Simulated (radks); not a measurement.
The numbers below are computed, except where a source is named.
Yb3+, 67 electrons, occupied as [Xe] 4f13 (the NIST ground configuration).

Code: a radial shooting solver on a logarithmic mesh with Libxc functionals. Model: Dirac Kohn-Sham, LDA (Slater exchange, Perdew-Wang correlation), spin-unpolarised, spherical densities, finite nucleus; open shells are shared between the two j in proportion to 2j + 1; Fermi nuclear charge, rms radius 5.3108 fm.

Energy parts (eV):
part                      energy
total                 -382699.37
kinetic                424931.41
electron-nucleus      -948247.31
Hartree                148366.82
exchange-correlation    -7750.29

Orbitals (lengths in bohr, moments of r in powers of bohr; r(max) is where P^2 peaks):
1s1/2: occ. 2; eigenvalue (eV) -61129.87; <1/r> 80.55; <r> 0.01968; r(max) 0.01238; small-component weight 6.89e-02
2s1/2: occ. 2; eigenvalue (eV) -10380.69; <1/r> 19.45; <r> 0.08281; r(max) 0.07082; small-component weight 1.55e-02
2p1/2: occ. 2; eigenvalue (eV) -9907.879; <1/r> 19.43; <r> 0.06875; r(max) 0.05297; small-component weight 1.55e-02
2p3/2: occ. 4; eigenvalue (eV) -8862.107; <1/r> 16.68; <r> 0.07624; r(max) 0.05940; small-component weight 1.42e-02
3s1/2: occ. 2; eigenvalue (eV) -2365.973; <1/r> 7.126; <r> 0.2165; r(max) 0.1999; small-component weight 5.02e-03
3p1/2: occ. 2; eigenvalue (eV) -2156.478; <1/r> 7.047; <r> 0.2062; r(max) 0.1875; small-component weight 4.96e-03
3p3/2: occ. 4; eigenvalue (eV) -1934.604; <1/r> 6.340; <r> 0.2203; r(max) 0.2009; small-component weight 4.58e-03
3d3/2: occ. 4; eigenvalue (eV) -1576.108; <1/r> 6.232; <r> 0.1936; r(max) 0.1580; small-component weight 4.47e-03
3d5/2: occ. 6; eigenvalue (eV) -1527.590; <1/r> 6.061; <r> 0.1979; r(max) 0.1617; small-component weight 4.36e-03
4s1/2: occ. 2; eigenvalue (eV) -492.2878; <1/r> 2.988; <r> 0.4878; r(max) 0.4556; small-component weight 1.63e-03
4p1/2: occ. 2; eigenvalue (eV) -407.4529; <1/r> 2.880; <r> 0.4953; r(max) 0.4567; small-component weight 1.55e-03
4p3/2: occ. 4; eigenvalue (eV) -356.9000; <1/r> 2.633; <r> 0.5278; r(max) 0.4853; small-component weight 1.40e-03
4d3/2: occ. 4; eigenvalue (eV) -216.9177; <1/r> 2.413; <r> 0.5523; r(max) 0.4855; small-component weight 1.21e-03
4d5/2: occ. 6; eigenvalue (eV) -207.6913; <1/r> 2.352; <r> 0.5638; r(max) 0.4948; small-component weight 1.17e-03
5s1/2: occ. 2; eigenvalue (eV) -85.9049; <1/r> 1.128; <r> 1.187; r(max) 1.062; small-component weight 3.40e-04
5p1/2: occ. 2; eigenvalue (eV) -62.1663; <1/r> 1.001; <r> 1.321; r(max) 1.151; small-component weight 2.72e-04
5p3/2: occ. 4; eigenvalue (eV) -55.4392; <1/r> 0.9172; <r> 1.422; r(max) 1.238; small-component weight 2.36e-04
4f5/2: occ. 5.57143; eigenvalue (eV) -37.0812; <1/r> 1.808; <r> 0.7247; r(max) 0.4768; small-component weight 7.44e-04
4f7/2: occ. 7.42857; eigenvalue (eV) -35.6801; <1/r> 1.779; <r> 0.7385; r(max) 0.4822; small-component weight 7.26e-04
5d3/2: occ. 0; eigenvalue (eV) -25.6240; <1/r> 0.6339; <r> 2.009; r(max) 1.652; small-component weight 1.14e-04
5d5/2: occ. 0; eigenvalue (eV) -25.0432; <1/r> 0.6188; <r> 2.052; r(max) 1.692; small-component weight 1.09e-04
6s1/2: occ. 0; eigenvalue (eV) -24.2079; <1/r> 0.4490; <r> 2.861; r(max) 2.624; small-component weight 6.91e-05
6p1/2: occ. 0; eigenvalue (eV) -18.6414; <1/r> 0.3881; <r> 3.315; r(max) 3.029; small-component weight 5.42e-05
6p3/2: occ. 0; eigenvalue (eV) -17.5040; <1/r> 0.3667; <r> 3.504; r(max) 3.219; small-component weight 5.00e-05
5f5/2: occ. 0; eigenvalue (eV) -8.8015; <1/r> 0.2547; <r> 4.796; r(max) 4.115; small-component weight 2.19e-05
5f7/2: occ. 0; eigenvalue (eV) -8.7804; <1/r> 0.2544; <r> 4.816; r(max) 4.137; small-component weight 2.23e-05

The highest occupied level is 4f7/2 at -35.680 eV. The density falls to 0.001 e/bohr^3 at r = 3.08 bohr. The electron density at the nucleus is 1.022e+06 e/bohr^3.
